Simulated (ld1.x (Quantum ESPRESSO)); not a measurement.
Sc (Z = 21): one change to a TM potential, before and after

- Element: Sc
- Generator: ld1.x (Quantum ESPRESSO) 7.5
- Type: norm-conserving Troullier–Martins (Kleinman–Bylander form)
- Functional: PBEsol
- Relativity: scalar-relativistic
- Frozen core: [Ne] 3s2
- Valence charge: 9
- Reference configuration: 3p6 3d1 4s2 4p0
- Partial waves: 4s (bound): rc 2.40 bohr; 3p (bound): rc 1.80 bohr; 3d (bound): rc 2.80 bohr; 4f channel at 0.4 Ry: rc 3.00 bohr
- Local potential: all-electron potential smoothed inside 2.80 bohr (lloc = -2)
- Core correction: Bessel-smoothed model core inside 1.20 bohr

Change: local potential all-electron potential smoothed inside 2.30 bohr (lloc = -2).

Cutoffs: the cutoffs (Ry, on a coarse ladder) from which the occupation-weighted sum of valence levels, in a spherical-Bessel basis at the reference potential, stays within 10 and 1 mRy of its value at 400 Ry; they do not see the model core or the augmentation charge, which bear on the density cutoff. Errors are all-electron minus pseudo energies relative to the spin-unpolarised reference configuration.

Question: Predict the effect on cutoff, ghosts and configuration errors.

Answer: The potential gets neither clearly harder nor softer (35 Ry and 60 Ry → 35 Ry and 60 Ry); of the 7 tests that both files solve, the error grows in 3 and shrinks in 2 by more than 15 % and 0.3 meV (median size 23.1 → 36.6 meV); neither file shows a bound ghost.

| quantity | base | changed |
| --- | --- | --- |
| cutoff, loose | 35 Ry | 35 Ry |
| cutoff, tight | 60 Ry | 60 Ry |
| bound ghosts | none | none |
| error for 3p6 3d1 4s1 4p0, meV [ΔE 6.90 eV] | +0.8 | +2.9 |
| error for 3p6 3d1 4s0 4p0, meV [ΔE 19.55 eV] | -20 | -17 |
| error for 3p6 3d0 4s0 4p0, meV [ΔE 44.37 eV] | +288 | +315 |
| error for 3p6 3d2 4s0 4p0, meV [ΔE 7.54 eV] | +23 | +37 |
| error for 3p6 3d0 4s2 4p1, meV [ΔE 3.49 eV] | -228 | +72 |
| error for 3p6 3d1.5 4s1.5 4p0, meV [ΔE 0.68 eV] | +6.9 | +11 |
| error for 3p6 3d1 4s0 4p2, meV [ΔE 5.68 eV] | -629 | -262 |
| s: phases at 3.24 bohr within 0.05 rad from the reference energy up to (Ry; the scan ends near 5) | 0.8 | 0.4 |
| p: phases at 3.24 bohr within 0.05 rad from the reference energy up to (Ry; the scan ends near 5) | -0.5 | -0.2 |
| d: phases at 3.24 bohr within 0.05 rad from the reference energy up to (Ry; the scan ends near 5) | 0.5 | 0.6 |
| f: phases at 3.24 bohr within 0.05 rad from the reference energy up to (Ry; the scan ends near 5) | 3.9 | 4.0 |
